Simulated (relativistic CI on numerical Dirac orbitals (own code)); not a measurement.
## How well does a small relativistic CI reproduce Cl IV?

Computed by Dirac-Coulomb-Breit CI, orbitals from a KLI potential per configuration, model QED (radiative potential, 1s self-energy scaled to tabulated hydrogen-like ionisation energies), valence Slater integrals scaled by 0.85, P86 correlation energy added to each configuration (own radial code, finite nucleus).

CI space (outside the closed core [Ne]): 3s²3p², 3s3p³, 3s²3p3d, 3p⁴, 3s3p²3d, 3s²3p4s, 3s²3p4p, 3p³3d, 3s²3p4d, 3s²3d4p, 3s²3p4f, 3s²3p5s, 3s3p²4s, 3s3p3d², 3s²3p5p, 3p³4s, 3s²4s4p, 3s²3p5d, 3p³4p, 3s²3p5f, 3s²3p6s, 3s²3p5g, 3s3p²4p, 3s3p3d4s, 3s²3p6p, 3s²3p6d, 3s3p4s², 3s3p²4d, 3s3p²4f, 3s²3d², 3s3d³, 3p²3d², 3p3d³, 3p3d²4s, 3p3d²4p, 3p3d²4d, 3s²3d4s, 3s3d²4s, 3s²4s², 3s3d4s², 3s²4p², 3s3d4p², 3s3p3d4p, 3s3d²4p, 3s3d4s4p, 3s3d4p4d, 3s3p4s4p, 3p3d4s4p, 3s4s²4p, 3s4s4p², 3s4s4p4d. Double excitations out of closed p, d and f shells are left out; levels of such configurations are missing from the list, as are those of other unlisted configurations, and high levels can miss mixing partners. These lack a partner that the ground configuration has and come out too high: 3s3p²4d, 3s3p²4f, 3s²3p4f, 3s²3p5s, 3s²3p5p.

| Configuration | Term (tabulated) | J | Measured (cm⁻¹) | Computed | Error | Purity (%) |
| --- | --- | --- | --- | --- | --- | --- |
| 3s²3p² | 3P | 0 | 0.0 | 0 | 0 | 96 |
| 3s²3p² | 3P | 1 | 491.0 | 485 | -6 | 96 |
| 3s²3p² | 3P | 2 | 1341.0 | 1323 | -18 | 96 |
| 3s²3p² | 1D | 2 | 13766.0 | 13921 | 155 | 96 |
| 3s²3p² | 1S | 0 | 32550.0 | 31598 | -952 | 95 |
| 3s3p³ | 3P° | 2 | 120256.0 | 121414 | 1158 | 85 |
| 3s3p³ | 3P° | 1 | 120274.0 | 121417 | 1143 | 85 |
| 3s3p³ | 3S° | 1 | 164721.0 | 163538 | -1183 | 91 |
| 3s²3p3d | 3P° | 2 | 181643.0 | 183621 | 1978 | 81 |
| 3s²3p3d | 3P° | 1 | 182073.0 | 184075 | 2002 | 83 |
| 3s²3p3d | 3D° | 1 | 187008.0 | 189053 | 2045 | 83 |
| 3s²3p3d | 3D° | 2 | 187174.0 | 189234 | 2060 | 82 |
| 3s²3p3d | 3D° | 3 | 187346.0 | 189372 | 2026 | 83 |
| 3s²3p4s | 3P° | 0 | 215026.0 | 217109 | 2083 | 95 |
| 3s²3p4s | 3P° | 1 | 215389.3 | 217483 | 2093 | 93 |
| 3s²3p4s | 3P° | 2 | 216468.1 | 218538 | 2070 | 95 |
| 3s²3p4s | 1P° | 1 | 219454.0 | 221972 | 2518 | 91 |
| 3s²3p4p | 3D | 2 | 248026.1 | 250635 | 2608 | 94 |
| 3s²3p4p | 3D | 3 | 248961.2 | 251562 | 2601 | 95 |
| 3s²3p4p | 3P | 0 | 251471.4 | 253923 | 2451 | 94 |
| 3s²3p4p | 3P | 1 | 251725.8 | 254124 | 2398 | 80 |
| 3s²3p4p | 3P | 2 | 252396.7 | 254838 | 2441 | 93 |
| 3s²3p5s | 3P° † | 0 | 312747.0 | 326448 | 13701 | 99 |
| 3s²3p5s | 3P° † | 1 | 312991.0 | 326723 | 13732 | 90 |
| 3s²3p5s | 3P° † | 2 | 314225.0 | 327945 | 13720 | 99 |

Measured levels from Moore, Atomic Energy Levels, vol. I, NSRDS-NBS 35 (1971 reprint of NBS Circular 467, 1949); pairs were made by configuration, J and term (by order where the table uses no LS term), so strongly mixed levels may be paired wrongly. The analysis dates from before 1960.

Mean error by configuration (cm⁻¹): 3s²3p² -205; 3s3p³ 373; 3s²3p3d 2022; 3s²3p4s 2191; 3s²3p4p 2500. Over the excited levels the mean absolute error is 1714 cm⁻¹ (24 of the 24 excited levels that our extract of the source holds in range could be paired), and the median relative error of those above 1,000 cm⁻¹ is 1 %. † marks terms whose computed intervals miss the measured ones by more than a factor of 2.5, or configurations far off the rest, from wrong mixing, a near crossing or a doubtful label or measurement; they are left out of the means.
